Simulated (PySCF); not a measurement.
# Electron correlation in Ge²⁺ (germanium, charge +2)

[Ar] 3d10 4s2, closed-shell 1S. Calculation: PySCF 2.14, in cc-pVTZ-DK (6s5p3d1f, 43 functions); the spin-free X2C one-electron Hamiltonian (Gaussian nucleus). Frozen: [Ar] 3d10; 2 electrons correlated.

Total MP2 correlation energy: -28.42 mhartree.

Same-spin part 0.00 and opposite-spin part -28.42 mhartree; SCS-MP2 scales them by 1/3 and 6/5 to -34.11 mhartree.

With two correlated electrons CCSD is exact within the correlated space (frozen core and kept virtual orbitals).

```
level  correlation energy (mhartree)
 CCSD                         -39.36
```

Diagnostics: T1 = 0.0045, D1 = 0.0063, largest double amplitude 0.101.

Cost of the coupled-cluster step: 0.1 s of wall time on 1 thread of Neoverse-V1 (shared host), for 2 correlated electrons.

Iterations:

```
CC2 = 0
CCSD nocc = 1, nmo = 29
frozen orbitals [0, 1, 2, 3, 4, 5, 6, 7, 8, 9, 10, 11, 12, 13]
max_cycle = 100
direct = 0
conv_tol = 1e-08
conv_tol_normt = 1e-06
diis_space = 8
diis_start_cycle = 0
Init t2, MP2 energy = -2096.24765557982  E_corr(MP2) -0.0284231239652716
Init E_corr(CCSD) = -0.028423123968779
cycle = 1  E_corr(CCSD) = -0.0352098292500293  dE = -0.00678670528  norm(t1,t2) = 0.0403305
cycle = 2  E_corr(CCSD) = -0.0376380054755628  dE = -0.00242817623  norm(t1,t2) = 0.0168302
cycle = 3  E_corr(CCSD) = -0.0393723961326022  dE = -0.00173439066  norm(t1,t2) = 0.00726202
cycle = 4  E_corr(CCSD) = -0.0393579962649116  dE = 1.43998677e-05  norm(t1,t2) = 0.00021565
cycle = 5  E_corr(CCSD) = -0.0393605784741241  dE = -2.58220921e-06  norm(t1,t2) = 1.50936e-05
cycle = 6  E_corr(CCSD) = -0.0393596091649791  dE = 9.69309145e-07  norm(t1,t2) = 3.23888e-06
cycle = 7  E_corr(CCSD) = -0.0393597745068812  dE = -1.65341902e-07  norm(t1,t2) = 6.4117e-07
cycle = 8  E_corr(CCSD) = -0.0393597655463002  dE = 8.960581e-09  norm(t1,t2) = 7.6662e-08
CCSD converged
E(CCSD) = -2096.258592221398  E_corr = -0.03935976554630018
```
